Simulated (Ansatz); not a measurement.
ClI, triplet, at a GFN2-xTB geometry (a higher spin typed on purpose: for a closed-shell molecule this is an excited state) (core potentials on I); Ansatz (an electronic-structure program) with B3LYP/def2-SVP.

Ansatz was given this input:
Ansatz 0.2 input:
```yaml
crystal:
  periodic: [false, false, false]
  atoms:
    - {symbol: Cl, position_ang: [-0.00000000, -0.00000000, -2.11796384]}
    - {symbol: I, position_ang: [0.00000000, 0.00000000, 0.67934689]}
basis:
  gaussian:
    orbitals: def2-SVP
hamiltonian:
  xc: b3lyp
magnetization: {spin_polarized: true, initial_magnetization: 2}
accuracy: high
```

Output, abridged:

```
Functional definition: B3LYP
866 factors; integrals over basis functions are off by at most 2.8e-9 eV
mean field evaluation 1: about -20619.6127 eV, gradient 1.2e1 eV
mean field evaluation 2: about -20611.9289 eV, gradient 3.2e1 eV
mean field evaluation 4: about -20620.8591 eV, gradient 1.2e0 eV
mean field evaluation 8: about -20620.8921 eV, gradient 1.9e-2 eV
mean field evaluation 16: about -20620.8921 eV, gradient 1.4e-4 eV
mean field evaluation 32: about -20620.8921 eV, gradient 4.1e-6 eV
mean field -20620.89213059 eV, -757.8038084564 hartree, gradient 6.5e-9 eV, S^2 2.002848; 4 other end points of the search recorded, 0 dependent functions left out
reference -20620.89215584 eV, -757.8038093844 hartree; 22, 20 occupied and 22, 24 virtual orbitals, 866 factors
Total energy: -20620.89215584 eV, -757.8038093844 hartree
```
